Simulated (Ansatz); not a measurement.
Total energies of `c1csc(-c2cnc(-c3cnc(-c4cnc(-c5cnc(-c6cnc(-c7cnc(-c8cncs8)s7)s6)s5)s4)s3)s2)n1` from Ansatz at PBE0-D4/def2-SVP, gas phase (1 Eh = 27.2114 eV = 2625.5 kJ/mol). The reference geometry is relaxed at PBE-D4/def2-SVP.

```csv
state,geometry,energy (Eh)
charge 0 singlet,reference,-4539.57947
charge 1 doublet,reference,-4539.32951
charge -1 doublet,reference,-4539.66700
free C atom (triplet),–,-37.76066
free S atom (triplet),–,-397.83788
free N atom (quartet),–,-54.47898
free H atom (doublet),–,-0.50029
```

Single mean-field runs in def2-SVP are fitted with def2-universal-jkfit.

(1) Work out the vertical ionisation energy to the doublet.

(2) Work out the vertical electron affinity, to the doublet.

(3) Give the fundamental gap IE − EA, the Mulliken electronegativity (IE + EA)/2 and the hardness (IE − EA)/2.

(4) What is the binding energy per atom against free atoms?

(1) E(charge 1 doublet) − E(charge 0 singlet) = -4539.32951 − (-4539.57947) = 0.24996 Eh = 6.80 eV. For comparison, −ε of the highest occupied level is 5.91 eV at this level, 0.89 eV less.

(2) E(charge 0 singlet) − E(charge -1 doublet) = -4539.57947 − (-4539.66700) = 0.08753 Eh = 2.38 eV. The basis lacks diffuse functions, which makes affinities too small.

(3) From the values in Eh: IE − EA = 0.24996 − 0.08753 = 0.16243 Eh = 4.42 eV; (IE + EA)/2 = 4.59 eV; (IE − EA)/2 = 2.21 eV. The HOMO–LUMO gap of the same run is 2.71 eV, 1.71 eV smaller than the fundamental gap.

(4) Atoms: 24 × (-37.76066) + 8 × (-397.83788) + 8 × (-54.47898) + 10 × (-0.50029) = -4529.79362 Eh. Binding: -4529.79362 − (-4539.57947) = 9.78585 Eh = 266.29 eV, or 5.33 eV for each of 50 atoms (no zero-point energy, no counterpoise term).
